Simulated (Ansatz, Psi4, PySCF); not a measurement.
dimethoxyethane (C$_{4}$H$_{10}$O$_{2}$), singlet, at a GFN2-xTB geometry. Base run: PBE0/STO-3G in PySCF.

The PySCF input:
```python
from pyscf import gto, scf, dft

mol = gto.M(
    atom='''
C     2.723918    0.618494   -0.048285
O     1.467993    0.225281    0.437443
C     0.731716   -0.532983   -0.491397
C    -0.663293   -0.785087    0.068050
O    -1.495180    0.298432   -0.269233
C    -2.767254    0.216302    0.316410
H     3.344899   -0.251953   -0.298347
H     3.201048    1.187584    0.746764
H     2.627283    1.248033   -0.941650
H     1.240649   -1.491730   -0.681294
H     0.636639    0.009139   -1.443045
H    -1.074006   -1.718376   -0.349750
H    -0.590880   -0.890623    1.159924
H    -3.295946   -0.691060   -0.004537
H    -2.703255    0.215449    1.411701
H    -3.319462    1.093477   -0.014117
''',
    basis='sto-3g',
    charge=0,
    spin=0,
    verbose=4,
)

mf = dft.RKS(mol)
mf.xc = 'pbe0'
mf.kernel()
```

The same geometry, method and basis name were run in Ansatz (a program for electronic structure) and Psi4 and PySCF, at each program's defaults and at the settings that a row names. The base is PySCF at its defaults. Differences at the defaults can come from grids, fitting, cores and function types together.

| code and settings | ΔE vs base (µEh) | basis functions | E (Eh) | SCF cycles | dipole (D) |
|---|---|---|---|---|---|
| PySCF, defaults (exact integrals, its default grid, spherical functions) | 0.0 | 40 | -304.56778 | 8 | 1.09 |
| Psi4, defaults (density fitting with its default set, its default grid, spherical functions) | -1742 | 40 | -304.56952 | 7 | 1.09 |
| Ansatz, defaults (factorised integrals, its default grid, spherical functions) | 4.2 | 40 | -304.56777 | - | - |
| PySCF, density fitting with def2-universal-jkfit | -1741 | 40 | -304.56952 | 8 | 1.09 |
| PySCF, fine grid | -2.1 | 40 | -304.56778 | 8 | 1.09 |
| Psi4, exact integrals, spherical functions, fine grid | -2.7 | 40 | -304.56778 | 9 | 1.09 |
| Ansatz, high accuracy | -2.0 | 40 | -304.56778 | - | - |
